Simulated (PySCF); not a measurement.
Structure from 2D NMR

Compound of formula C5H8N2O. Correlations simulated from computed shifts and the bond graph:

HSQC (one-bond C–H):
```tsv
δH	δC
7.99	153.8
7.14	153.8
5.94	85.5
4.55	85.5
2.04	26.4
```

COSY cross peaks (H two or three bonds apart, from the bond graph; peaks can be absent where the dihedral angle is near 90°):
```tsv
δH	δH
7.99	7.14
5.94	4.55
```

HMBC (two and three bonds, from the bond graph):
```tsv
δH	δC
7.99	154.9
7.14	154.9
6.44	168.9, 154.9, 85.5, 26.4
5.94	154.9
4.55	154.9
2.04	168.9
```

Carbons without hydrogens: δ 168.9, 154.9.

Computed data (PySCF 2.14.0 with density-fitted response routines): geometry from GFN2-xTB, GIAO PBE0/pcSseg-1 shieldings. Relativity neglected, isolated molecule, rapidly exchanging positions averaged, a single conformation.

Referencing at the same level of theory: 1H (31.72 ppm) and 13C (186.93 ppm) against TMS.

Exchangeable hydrogens are left out of these lists.

**Question.** Assemble the structure.

**Answer.** `C=NC(=C)NC(C)=O`.

Structure with atom numbers: `[CH2:1]=[N:2][C:3](=[CH2:4])[NH:5][C:6]([CH3:7])=[O:8]`. Hydrogens are named by the atom that carries them. Ha(C1) is cis to C3; Ha(C4) is cis to N2; Hb(C1) is trans to C3; Hb(C4) is trans to N2.

- δC 168.9 is C6, an amide carbonyl carbon.
- δC 154.9 is C3, an alkene carbon bearing nitrogen.
- δC 153.8 is C1, a C=N carbon (δH 7.99, 7.14).
- δC 85.5 is C4, a β carbon of an enol-ether or enamine type C=C (δH 4.55, 5.94).
- δC 26.4 is C7, a methyl carbon α to a carbonyl (δH 2.04).
- HMBC from δH 7.99 reaches the proton-free carbon C3.
- HMBC from δH 7.14 reaches the proton-free carbon C3.
- HMBC from δH 5.94 reaches the proton-free carbon C3.
- HMBC from δH 4.55 reaches the proton-free carbon C3.
- COSY links 7.99–7.14, 5.94–4.55.

The shifts were computed for this structure.

OH and NH positions are those of a molecule without intermolecular hydrogen bonds; in solution they move with solvent, concentration and temperature, and exchange usually removes their couplings. Shifts are as computed. Against solution values, carbons near 30 ppm lie about +3 ppm off and those near 130 ppm about +5 ppm. Of 1211 compounds with measured shifts, 218 miss one by over three times the rms of a fit or turn the order of signals round; such compounds aren't used in these exercises. The C=O carbon of an acid or of an amide with N–H lies up to 10 ppm further downfield in solution, through hydrogen bonding that the calculation lacks.
